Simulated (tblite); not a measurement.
Record of a relaxation.

Species: C6H6N (doublet state).
Numbering: `[C:1]#[C:2][C@H:3]1[CH:4]=[CH:5][CH2:6][NH:7]1` (hydrogens: H8 on C3; H9 on C4; H10 on C5; H11, H12 on C6; H13 on N7)
Bond orders are those of one Lewis drawing.

Computed with GFN2-xTB (tblite), gas phase: L-BFGS steps from a force-field or distance-geometry start until the largest atomic force falls under 0.01 eV/Å. 14 of its 64 geometries are shown.

Step 0: E = -503.6084 eV, largest atomic force 9.822 eV/Å
```
atom  x, y, z in Å  |  force x, y, z in eV/Å
C1      3.094    1.502    1.055   -6.929  -5.825  -3.811
C2      2.001    0.575    0.450    6.205   5.033   3.283
C3      0.976   -0.308   -0.113    0.506   1.577  -0.169
C4     -0.005   -0.729    0.922   -0.854  -0.745   1.193
C5     -1.258   -0.477    0.559    0.439  -0.203   0.194
C6     -1.277    0.163   -0.789    0.196   0.309  -0.066
N7      0.142    0.383   -1.151   -0.183  -0.154   0.863
H8      1.440   -1.182   -0.564    0.284  -0.255  -0.184
H9      0.280   -1.222    1.858    0.053   0.344  -0.581
H10    -2.149   -0.710    1.125    0.186   0.102  -0.170
H11    -1.813    1.115   -0.762   -0.148  -0.026  -0.137
H12    -1.754   -0.493   -1.522    0.021  -0.022  -0.146
H13     0.319    1.384   -1.086    0.223  -0.135  -0.268
```

Step 5: E = -506.2948 eV, largest atomic force 3.079 eV/Å
```
atom  x, y, z in Å  |  force x, y, z in eV/Å
C1      2.881    1.329    0.948    1.665   1.525   1.064
C2      2.074    0.624    0.466   -2.115  -1.829  -1.288
C3      0.996   -0.249   -0.077   -0.486  -0.363  -0.041
C4      0.008   -0.738    0.946   -0.939   0.376  -0.403
C5     -1.253   -0.484    0.565    1.099  -0.138   0.243
C6     -1.262    0.175   -0.774    0.044   0.084   0.114
N7      0.152    0.391   -1.084   -0.065   0.164   0.003
H8      1.468   -1.134   -0.547    0.262   0.291   0.113
H9      0.294   -1.215    1.849    0.260  -0.203   0.403
H10    -2.143   -0.709    1.110   -0.176  -0.108   0.046
H11    -1.825    1.114   -0.773   -0.024  -0.010  -0.010
H12    -1.737   -0.484   -1.522    0.252   0.093   0.047
H13     0.343    1.380   -1.123    0.224   0.119  -0.290
```

Step 10: E = -506.3925 eV, largest atomic force 0.213 eV/Å
```
atom  x, y, z in Å  |  force x, y, z in eV/Å
C1      2.848    1.317    0.946    0.039   0.103   0.089
C2      2.039    0.596    0.438   -0.043   0.038   0.045
C3      0.960   -0.264   -0.082    0.115   0.014   0.013
C4     -0.004   -0.744    0.962   -0.138  -0.005  -0.162
C5     -1.247   -0.483    0.579    0.132  -0.004   0.067
C6     -1.258    0.191   -0.758   -0.038   0.036   0.036
N7      0.143    0.407   -1.077    0.007  -0.056   0.016
H8      1.500   -1.108   -0.540   -0.046  -0.066  -0.069
H9      0.320   -1.222    1.866    0.031  -0.004  -0.020
H10    -2.150   -0.719    1.105   -0.104  -0.026   0.041
H11    -1.835    1.118   -0.769   -0.061   0.064   0.061
H12    -1.701   -0.474   -1.516    0.025  -0.005   0.010
H13     0.381    1.387   -1.171    0.083  -0.089  -0.127
```

Step 15: E = -506.4079 eV, largest atomic force 0.160 eV/Å
```
atom  x, y, z in Å  |  force x, y, z in eV/Å
C1      2.831    1.334    0.968   -0.140  -0.062  -0.023
C2      2.026    0.610    0.453    0.098   0.078   0.099
C3      0.967   -0.269   -0.083   -0.082   0.005  -0.031
C4     -0.006   -0.759    0.947    0.062  -0.004   0.124
C5     -1.251   -0.480    0.591   -0.058   0.003  -0.075
C6     -1.262    0.207   -0.742    0.026  -0.014  -0.026
N7      0.141    0.398   -1.069   -0.035   0.013  -0.060
H8      1.498   -1.113   -0.556    0.030   0.040   0.034
H9      0.334   -1.225    1.852   -0.010  -0.089   0.009
H10    -2.164   -0.725    1.109    0.134   0.040  -0.017
H11    -1.850    1.133   -0.747    0.101  -0.036   0.023
H12    -1.687   -0.465   -1.505   -0.111   0.061   0.031
H13     0.420    1.355   -1.235   -0.014  -0.037  -0.088
```

Step 19: E = -506.4264 eV, largest atomic force 0.213 eV/Å
```
atom  x, y, z in Å  |  force x, y, z in eV/Å
C1      2.778    1.366    1.014    0.025   0.075   0.077
C2      1.998    0.624    0.492   -0.040  -0.045  -0.093
C3      0.963   -0.267   -0.082    0.124   0.026  -0.032
C4      0.003   -0.768    0.947   -0.048  -0.047  -0.099
C5     -1.239   -0.482    0.587    0.108  -0.001   0.126
C6     -1.257    0.223   -0.729   -0.066   0.007  -0.048
N7      0.138    0.379   -1.071    0.032  -0.061  -0.108
H8      1.501   -1.097   -0.564    0.197  -0.024   0.076
H9      0.344   -1.268    1.829    0.003  -0.062   0.102
H10    -2.139   -0.716    1.113   -0.174  -0.045   0.100
H11    -1.831    1.150   -0.703    0.048   0.199   0.019
H12    -1.727   -0.427   -1.479   -0.093  -0.009  -0.118
H13     0.464    1.285   -1.372   -0.115  -0.012  -0.001
```

Step 24: E = -506.4617 eV, largest atomic force 0.532 eV/Å
```
atom  x, y, z in Å  |  force x, y, z in eV/Å
C1      2.689    1.422    1.098   -0.239  -0.202  -0.161
C2      1.969    0.656    0.519    0.130   0.324   0.100
C3      0.985   -0.270   -0.093   -0.166  -0.141  -0.027
C4      0.021   -0.804    0.924   -0.060  -0.015   0.083
C5     -1.224   -0.481    0.603   -0.211   0.002  -0.197
C6     -1.266    0.244   -0.717    0.098   0.010   0.107
N7      0.135    0.309   -1.108   -0.007   0.224  -0.076
H8      1.595   -1.076   -0.535    0.035   0.037  -0.015
H9      0.346   -1.338    1.805    0.001   0.143  -0.198
H10    -2.131   -0.712    1.144    0.233   0.040  -0.106
H11    -1.756    1.231   -0.637    0.167  -0.214  -0.020
H12    -1.825   -0.351   -1.471    0.152   0.228   0.234
H13     0.459    1.170   -1.550   -0.133  -0.434   0.277
```

Step 29: E = -506.5007 eV, largest atomic force 0.253 eV/Å
```
atom  x, y, z in Å  |  force x, y, z in eV/Å
C1      2.564    1.474    1.175    0.024   0.104   0.007
C2      1.893    0.715    0.539   -0.228  -0.063  -0.089
C3      0.989   -0.287   -0.109    0.034  -0.010   0.031
C4      0.025   -0.838    0.895    0.100  -0.013  -0.023
C5     -1.216   -0.486    0.594    0.076  -0.004   0.084
C6     -1.249    0.277   -0.689    0.014  -0.009   0.037
N7      0.126    0.231   -1.131    0.030  -0.092  -0.005
H8      1.687   -1.038   -0.514   -0.125  -0.004  -0.060
H9      0.359   -1.393    1.751    0.020   0.009   0.037
H10    -2.100   -0.704    1.162   -0.069  -0.012  -0.032
H11    -1.647    1.291   -0.558    0.075   0.099   0.057
H12    -1.897   -0.224   -1.419   -0.007  -0.024  -0.122
H13     0.461    0.982   -1.713    0.056   0.019   0.078
```

Step 34: E = -506.5157 eV, largest atomic force 0.124 eV/Å
```
atom  x, y, z in Å  |  force x, y, z in eV/Å
C1      2.503    1.500    1.180   -0.083   0.019  -0.090
C2      1.830    0.746    0.537    0.048   0.023   0.047
C3      0.989   -0.303   -0.114    0.024  -0.011  -0.035
C4      0.036   -0.856    0.893   -0.063  -0.004   0.002
C5     -1.204   -0.488    0.603   -0.017  -0.042  -0.047
C6     -1.240    0.286   -0.677    0.033   0.029  -0.068
N7      0.123    0.187   -1.144    0.049   0.043  -0.090
H8      1.697   -1.034   -0.525    0.006  -0.042   0.017
H9      0.375   -1.407    1.747    0.011  -0.025   0.055
H10    -2.098   -0.705    1.155   -0.040  -0.013   0.052
H11    -1.579    1.323   -0.518    0.028  -0.060   0.014
H12    -1.911   -0.173   -1.420    0.007   0.064   0.089
H13     0.475    0.924   -1.736   -0.002   0.015   0.054
```

Step 39: E = -506.5239 eV, largest atomic force 0.093 eV/Å
```
atom  x, y, z in Å  |  force x, y, z in eV/Å
C1      2.436    1.546    1.158   -0.059   0.040  -0.060
C2      1.786    0.759    0.532    0.068  -0.029   0.008
C3      0.991   -0.324   -0.121   -0.025  -0.007  -0.007
C4      0.035   -0.875    0.890    0.033  -0.023  -0.031
C5     -1.204   -0.503    0.596    0.025   0.018   0.027
C6     -1.221    0.290   -0.674   -0.038  -0.007   0.037
N7      0.130    0.145   -1.170   -0.037   0.034   0.066
H8      1.718   -1.045   -0.517   -0.004  -0.021   0.045
H9      0.379   -1.419    1.751   -0.040   0.005  -0.049
H10    -2.097   -0.705    1.160    0.037   0.009  -0.051
H11    -1.502    1.337   -0.483   -0.010   0.021   0.033
H12    -1.935   -0.111   -1.404    0.004  -0.020  -0.034
H13     0.481    0.904   -1.736    0.046  -0.021   0.016
```

Step 44: E = -506.5297 eV, largest atomic force 0.065 eV/Å
```
atom  x, y, z in Å  |  force x, y, z in eV/Å
C1      2.402    1.588    1.117   -0.024   0.006  -0.027
C2      1.794    0.741    0.530    0.038   0.019  -0.013
C3      0.990   -0.336   -0.122    0.026  -0.005   0.052
C4      0.034   -0.886    0.884   -0.015   0.023   0.050
C5     -1.202   -0.505    0.595   -0.033   0.004  -0.017
C6     -1.220    0.295   -0.670    0.038   0.025  -0.020
N7      0.133    0.151   -1.165    0.029  -0.038   0.012
H8      1.713   -1.067   -0.506   -0.005   0.014  -0.038
H9      0.371   -1.424    1.749    0.001  -0.065  -0.003
H10    -2.097   -0.707    1.151   -0.021  -0.014   0.018
H11    -1.493    1.340   -0.461   -0.033   0.004  -0.017
H12    -1.933   -0.101   -1.405    0.031   0.030   0.012
H13     0.503    0.912   -1.715   -0.033  -0.003  -0.008
```

Step 48: E = -506.5319 eV, largest atomic force 0.049 eV/Å
```
atom  x, y, z in Å  |  force x, y, z in eV/Å
C1      2.371    1.619    1.096    0.014   0.013  -0.002
C2      1.796    0.739    0.526    0.010   0.015  -0.002
C3      0.994   -0.344   -0.115   -0.017   0.023  -0.025
C4      0.031   -0.891    0.889    0.015  -0.013  -0.010
C5     -1.203   -0.506    0.593    0.019  -0.012   0.040
C6     -1.212    0.303   -0.666   -0.012  -0.025   0.038
N7      0.138    0.141   -1.161   -0.020   0.022   0.000
H8      1.716   -1.073   -0.506   -0.020   0.008   0.017
H9      0.367   -1.446    1.744   -0.033  -0.024  -0.005
H10    -2.099   -0.710    1.149   -0.012   0.001  -0.008
H11    -1.482    1.349   -0.448    0.036  -0.011  -0.031
H12    -1.931   -0.079   -1.402    0.020   0.008  -0.008
H13     0.509    0.898   -1.717    0.000  -0.007  -0.005
```

Step 53: E = -506.5327 eV, largest atomic force 0.022 eV/Å
```
atom  x, y, z in Å  |  force x, y, z in eV/Å
C1      2.361    1.632    1.093    0.015   0.008  -0.004
C2      1.794    0.745    0.524   -0.018  -0.008  -0.009
C3      0.994   -0.343   -0.114    0.001  -0.003   0.017
C4      0.033   -0.896    0.888   -0.005  -0.002   0.000
C5     -1.201   -0.508    0.597   -0.012   0.005  -0.005
C6     -1.210    0.304   -0.661    0.012   0.004  -0.003
N7      0.136    0.137   -1.161    0.014  -0.006   0.003
H8      1.718   -1.071   -0.503    0.001   0.004   0.006
H9      0.361   -1.461    1.740   -0.003  -0.001  -0.013
H10    -2.099   -0.711    1.149   -0.001  -0.008   0.002
H11    -1.467    1.353   -0.445   -0.001   0.014   0.008
H12    -1.931   -0.067   -1.400   -0.004  -0.016   0.007
H13     0.508    0.886   -1.725    0.000   0.009  -0.009
```

Step 58: E = -506.5329 eV, largest atomic force 0.011 eV/Å
```
atom  x, y, z in Å  |  force x, y, z in eV/Å
C1      2.363    1.635    1.087    0.010   0.002  -0.004
C2      1.793    0.746    0.524   -0.008   0.000   0.004
C3      0.994   -0.343   -0.112    0.003   0.002  -0.003
C4      0.031   -0.897    0.888    0.002   0.003   0.002
C5     -1.202   -0.507    0.597    0.003  -0.002  -0.003
C6     -1.209    0.305   -0.660   -0.007   0.002  -0.001
N7      0.138    0.137   -1.160   -0.008  -0.003   0.001
H8      1.717   -1.071   -0.500    0.008  -0.001   0.003
H9      0.359   -1.466    1.738    0.002  -0.006   0.003
H10    -2.101   -0.713    1.149   -0.001   0.001  -0.005
H11    -1.465    1.355   -0.445   -0.007  -0.005  -0.004
H12    -1.929   -0.070   -1.398   -0.002   0.009   0.003
H13     0.508    0.888   -1.725    0.005  -0.003   0.005
```

Step 63: E = -506.5330 eV, largest atomic force 0.009 eV/Å
```
atom  x, y, z in Å  |  force x, y, z in eV/Å
C1      2.367    1.636    1.082    0.005   0.003  -0.001
C2      1.790    0.748    0.525    0.001   0.000  -0.001
C3      0.994   -0.343   -0.111   -0.003   0.000   0.002
C4      0.031   -0.897    0.889   -0.004  -0.007  -0.003
C5     -1.202   -0.507    0.597    0.000  -0.001   0.002
C6     -1.210    0.306   -0.660    0.002  -0.003   0.000
N7      0.138    0.137   -1.160    0.004   0.003   0.001
H8      1.719   -1.070   -0.497   -0.002   0.005  -0.001
H9      0.358   -1.469    1.736    0.001   0.002   0.003
H10    -2.102   -0.714    1.147   -0.002   0.000   0.002
H11    -1.466    1.355   -0.446    0.001   0.000   0.002
H12    -1.930   -0.069   -1.397   -0.003   0.001  -0.007
H13     0.509    0.887   -1.723    0.000  -0.002  -0.001
```

Problem. Summarise the path.

Solution. The energy falls by 2.9246 eV from step 0 to step 63; nine tenths of that is first reached at step 5. It rises by more than 0.2 meV at step 2. The largest force goes from 9.822 to 0.009 eV/Å. Among the bonds C1≡C2 changes most, from 1.555 to 1.196 Å; the atoms move by 0.405 Å rms after alignment.

Problem. Follow the three bonds and two angles with the largest change from start to end.

Solution. 
| step | E above end (eV) | largest force (eV/Å) | C1≡C2 (Å) | C3–N7 (Å) | C6–N7 (Å) | C6–N7–H13 (°) | C3–N7–H13 (°) |
| --- | --- | --- | --- | --- | --- | --- | --- |
| 0 | 2.9246 | 9.822 | 1.555 | 1.500 | 1.481 | 107.3 | 108.2 |
| 3 | 0.5029 | 5.547 | 1.255 | 1.476 | 1.469 | 108.1 | 108.3 |
| 5 | 0.2382 | 3.079 | 1.175 | 1.461 | 1.463 | 109.6 | 110.3 |
| 8 | 0.1505 | 0.498 | 1.201 | 1.454 | 1.455 | 111.7 | 111.9 |
| 11 | 0.1371 | 0.242 | 1.196 | 1.452 | 1.453 | 113.6 | 112.3 |
| 14 | 0.1278 | 0.149 | 1.198 | 1.451 | 1.454 | 114.9 | 112.7 |
| 16 | 0.1219 | 0.222 | 1.199 | 1.446 | 1.451 | 115.9 | 113.4 |
| 19 | 0.1065 | 0.213 | 1.197 | 1.441 | 1.445 | 118.6 | 115.0 |
| 22 | 0.0871 | 0.272 | 1.197 | 1.445 | 1.450 | 119.2 | 116.1 |
| 25 | 0.0609 | 0.325 | 1.200 | 1.444 | 1.453 | 116.7 | 117.2 |
| 27 | 0.0428 | 0.224 | 1.198 | 1.439 | 1.449 | 116.9 | 118.4 |
| 30 | 0.0282 | 0.156 | 1.197 | 1.433 | 1.445 | 118.6 | 118.6 |
| 33 | 0.0207 | 0.115 | 1.198 | 1.431 | 1.444 | 118.8 | 117.9 |
| 36 | 0.0138 | 0.097 | 1.197 | 1.434 | 1.444 | 117.1 | 116.9 |
| 38 | 0.0104 | 0.095 | 1.197 | 1.436 | 1.445 | 116.3 | 116.6 |
| 41 | 0.0068 | 0.115 | 1.198 | 1.436 | 1.448 | 116.6 | 116.3 |
| 44 | 0.0033 | 0.065 | 1.197 | 1.436 | 1.448 | 117.0 | 115.6 |
| 47 | 0.0015 | 0.067 | 1.196 | 1.437 | 1.447 | 116.7 | 115.7 |
| 49 | 0.0007 | 0.052 | 1.197 | 1.436 | 1.447 | 116.6 | 115.9 |
| 52 | 0.0003 | 0.031 | 1.197 | 1.436 | 1.447 | 116.7 | 115.8 |
| 55 | 0.0002 | 0.022 | 1.196 | 1.436 | 1.446 | 116.7 | 115.9 |
| 58 | 0.0001 | 0.011 | 1.197 | 1.436 | 1.447 | 116.7 | 116.0 |
| 60 | 0.0000 | 0.013 | 1.197 | 1.436 | 1.447 | 116.7 | 115.9 |
| 63 | 0.0000 | 0.009 | 1.196 | 1.436 | 1.447 | 116.7 | 115.9 |

The cost below is that of the whole relaxation. Time: 0.59 s. Hardware: an AMD EPYC with one thread (shared host).
